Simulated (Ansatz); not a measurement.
Geometry optimisation, Ansatz 0.2.0, RKS PBE0/STO-3G.

The input (input.yaml):

```yaml
crystal:
  periodic: [false, false, false]
  atoms:
    - { symbol: C, position_ang: [-1.4813, -0.7659, 0.2308] }
    - { symbol: C, position_ang: [-0.2374, -0.0851, -0.1403] }
    - { symbol: C, position_ang: [0.8219, 0.252, 0.6109] }
    - { symbol: Al, position_ang: [1.9103, 0.9503, -0.7608] }
    - { symbol: O, position_ang: [0.2666, 0.4176, -1.4037] }
    - { symbol: H, position_ang: [-2.1979, 0.0489, 0.6828] }
    - { symbol: H, position_ang: [-1.3278, -1.5489, 0.9386] }
    - { symbol: H, position_ang: [-1.972, -1.1057, -0.7032] }
    - { symbol: H, position_ang: [1.0886, 0.1572, 1.7179] }
    - { symbol: H, position_ang: [3.2121, 1.6285, -1.1699] }
basis:
  gaussian: { orbitals: STO-3G }
hamiltonian:
  xc: pbe0
relax:
  f_tol: 0.015
  max_steps: 40
output:
  orbitals: {}
```

Command:

```bash
$ ansatz run input.yaml --threads 1 --pin off --max-ram 2048MiB --backend cpu --events-out ev --progress --plain --runs-dir out
```

Problem. Where does it end, and by what steps?

Solution. The run converged. Limits of this set-up: minimal basis. After 12 steps the energy has fallen by 1.704 eV; H6 moved furthest, 0.59 Å. Joined: C2–Al4.

| step | energy less start (eV) | largest force component (eV/Å) | accepted |
| --- | --- | --- | --- |
| 0 | 0.0000 | 5.762 | yes |
| 1 | -1.5175 | 1.848 | yes |
| 2 | -1.6320 | 1.207 | yes |
| 3 | -1.6701 | 0.669 | yes |
| 4 | -1.6724 | 0.921 | yes |
| 5 | -1.6846 | 0.620 | yes |
| 6 | -1.6989 | 0.165 | yes |
| 7 | -1.7021 | 0.024 | yes |
| 8 | -1.7005 | 0.238 | no |
| 9 | -1.7031 | 0.020 | yes |
| 10 | -1.7032 | 0.090 | yes |
| 11 | -1.7029 | 0.065 | no |
| 12 | -1.7037 | 0.006 | yes |

```xyz
10
Properties=species:S:1:pos:R:3
C -1.440 -0.643 0.189
C -0.069 -0.015 -0.047
C 1.031 0.068 0.744
Al 1.758 0.969 -0.704
O 0.138 0.613 -1.323
H -2.232 0.116 0.103
H -1.491 -1.094 1.187
H -1.644 -1.419 -0.563
H 1.120 -0.330 1.753
H 2.912 1.683 -1.336
```

The run took 30 s on 1 thread of Arm Neoverse V1, on a shared host, peak memory 0.12 GiB.
